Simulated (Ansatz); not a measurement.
Species: sum formula AlHCl2 (charge 0, singlet). 
Geometry from a B3LYP-D3(BJ)/def2-TZVP (Ansatz, a program for electronic structure) optimisation:
SMILES: [Cl][AlH][Cl]
```xyz
4

Cl     1.7940    -0.3221     0.1268
Al     0.0004     0.6802    -0.2572
Cl    -1.7944    -0.3237     0.1174
H      0.0012     2.1366    -0.8077
```

Basis-set convergence of Hartree-Fock and MP2 correlation energies (hartree) with Ansatz. Valence correlation only, unless marked. Spin-orbit coupling is left out. No relativistic terms.

```csv
basis,functions,E(HF),"E(corr, MP2)"
cc-pV(D+d)Z,74,-1161.65856,-0.33297
cc-pV(T+d)Z,131,-1161.70198,-0.44839
cc-pV(Q+d)Z,222,-1161.71195,-0.49373
cc-pV(5+d)Z,355,-1161.71365,-0.51287
```

Extrapolating the two largest sets (X = 4 and 5) as X^-3: E(corr) = (125·(-0.51287) - 64·(-0.49373))/61 = -0.5330 Eh, an estimate of the basis-set limit. The largest set recovers 96.2 % of it, the smallest 62.5 %.
